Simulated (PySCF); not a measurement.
Planning a core-ionisation job on `[SiH3]C[SiH2][GeH3]`.

Method: delta-SCF UKS PBE0, pcX-2 on the ionised atom, pcseg-1 elsewhere, spin-free X2C (PySCF 2.14.0). Geometry: PBE0-D3(BJ)/def2-SVP. Work: ΔSCF core ionisation, 5 holes, density fitting. A driver script takes a list of jobs; this job's settings line and coordinates (Å) are shown.

Command:
```bash
OMP_NUM_THREADS=1 python probes_run.py task.json out
```

Input:
```
{"job": {"kind": "xps", "xc": "PBE0"}, "charge": 0, "multiplicity": 1}
Si    -1.713335     0.300069     0.769715
C     -0.618718    -0.830086    -0.262359
Si     1.036772    -0.089625    -0.785250
Ge     2.333597     0.553751     1.112242
H     -2.008675     1.561832     0.023794
H     -3.006236    -0.370992     1.107472
H     -1.018776     0.659762     2.044818
H     -1.169321    -1.131597    -1.170144
H     -0.424071    -1.750560     0.314853
H      0.806337     1.117095    -1.640738
H      1.817605    -1.080877    -1.591549
H      2.266912    -0.534043     2.203442
H      1.815004     1.871137     1.719756
H      3.810174     0.753398     0.723996
```

Hardware: an Arm Neoverse N1 with one thread, shared host. PySCF's memory limit was set to 1760 MB.

Q: How large is the largest of the mixed bases?

A: 169 functions.

Question: Which is nearest to the wall time?
A. 67 min
B. 8.4 s
C. 8.9 min
D. 67 s

Answer: D. The run took 67 s. The run took 56 SCF cycles in all, 13 s a hole on average.

Q: Estimate the peak memory.

A: About 0.76 GiB. Peak memory is the resident size of the whole Python process, interpreter and libraries included.

Q: At this speed, how long would 5000 such jobs take on 96 cores, one job a core?

A: 5000/96 gives 53 rounds of 67 s, about 59 min of wall time and 93 core-hours, if the jobs don't slow each other.

The host was shared with other jobs, so the times are rough.
